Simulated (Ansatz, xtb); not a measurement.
Isomers of C3H6N2OSi in order of energy

3 gas-phase structures of C3H6N2OSi, from a drawn sample of its isomers (lower ones may exist). Each was relaxed with GFN2-xTB; where two conformers were screened, the lower at r2SCAN-D4/def2-SVP//GFN2-xTB is listed:

A. `[SiH3]Oc1cnc[nH]1`, a singlet
B. `O[SiH2]n1ccnc1`, a singlet
C. `[SiH3]Oc1cn[nH]c1`, a singlet

Task: Make a reasoned guess at their ranking by r2SCAN-D4/def2-SVP//GFN2-xTB single-point energy.

Result: Calculated order at r2SCAN-D4/def2-SVP//GFN2-xTB: B (0.000), A (1.119), C (1.701) eV.

Energies above the lowest of each column, in eV; the last columns are at r2SCAN-D4/def2-SVP geometries:

| structure | GFN2-xTB | HF/STO-3G | r2SCAN-D4/def2-SVP//GFN2-xTB | r2SCAN-D4/def2-SVP | CCSD(T)/def2-SVP + ΔMP2/def2-TZVPP |
| --- | --- | --- | --- | --- | --- |
| B | 0.000 | 0.000 | 0.000 | 0.000 | 0.000 |
| A | 0.499 | 0.704 | 1.119 | 1.103 | 1.494 |
| C | 1.117 | 1.308 | 1.701 | 1.688 | 2.085 |

Every level run on B puts it lowest or level with the lowest. Flexible structures stand in one conformer each, not always the lowest. The ΔMP2 step shifts differences by up to 0.291 eV, which makes them less sure. ΔMP2 is the change of the MP2 energy from the smaller to the larger basis.

Programs: Ansatz 0.2.0, xtb 6.7.1.
